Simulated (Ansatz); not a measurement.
One change: `C[O][In]([OH])[SH]` becomes `C[O][In]([OH])[Br]`.

Ansatz, PBE0-D4/def2-TZVP geometries, multiplicity 1. Each molecule was computed in one conformer, which needn't be the lowest.

Elements past krypton have def2 core potentials. Scalar relativity is left out up to krypton.

| property | `C[O][In]([OH])[SH]` |
| --- | --- |
| size of the dipole moment (B3LYP/def2-TZVPP) / D | 0.77 |
| HOMO–LUMO gap (B3LYP/def2-TZVPP) / eV | 5.24 |
| HOMO energy (ωB97M-V/def2-TZVPP) / eV | -9.89 |
| HOMO energy (PBE0/def2-TZVPP) / eV | -7.57 |
| LUMO energy (PBE0/def2-TZVPP) / eV | -1.77 |
| HOMO energy (B3LYP/def2-TZVPP) / eV | -7.33 |

Problem. What does the change do to each property? (Best estimate.)

Solution. Computed: 
```
                                        property  `C[O][In]([OH])[Br]`  shift
size of the dipole moment (B3LYP/def2-TZVPP) / D                  1.53   0.76
           HOMO–LUMO gap (B3LYP/def2-TZVPP) / eV                  5.14  -0.10
           HOMO energy (ωB97M-V/def2-TZVPP) / eV                -10.33  -0.44
              HOMO energy (PBE0/def2-TZVPP) / eV                 -7.93  -0.36
              LUMO energy (PBE0/def2-TZVPP) / eV                 -2.24  -0.47
             HOMO energy (B3LYP/def2-TZVPP) / eV                 -7.70  -0.37
```

With PBE0 the HOMO falls by 0.36 eV and the LUMO falls by 0.47 eV, so the gap narrows by about 0.11 eV. PBE moves the HOMO by -0.32 eV and ωB97M-V by -0.44 eV. Dipoles are sizes alone; their direction can turn.

B3LYP here is the variant with VWN-RPA as its local correlation; programs differ in this.

Spin–orbit coupling is left out; it splits and shifts lone-pair levels of the heavy atoms by tenths of an eV.
